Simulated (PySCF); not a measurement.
This script is equivalent to a calculation on Ne (neon, neutral).

```python
from pyscf import gto, scf, dft, mp, cc
import basis_set_exchange as bse
mol = gto.M(atom="Ne 0 0 0", charge=0, spin=0, symmetry="D2h",
            basis=gto.basis.parse(bse.get_basis("jorge-DZP-DKH", elements=["Ne"], fmt="nwchem", header=False)),
            nucmod="G")
mf = scf.UHF(mol).sfx2c1e()
mf.irrep_nelec = {'Ag': (2, 2), 'B1u': (1, 1), 'B2u': (1, 1), 'B3u': (1, 1)}
mf.kernel()
```

Question: What total energy does it give?

Answer: -128.65992 hartree (calculated).

Question: Which occupied shell lies highest, and where?

Answer: 2p, at -22.997 eV.
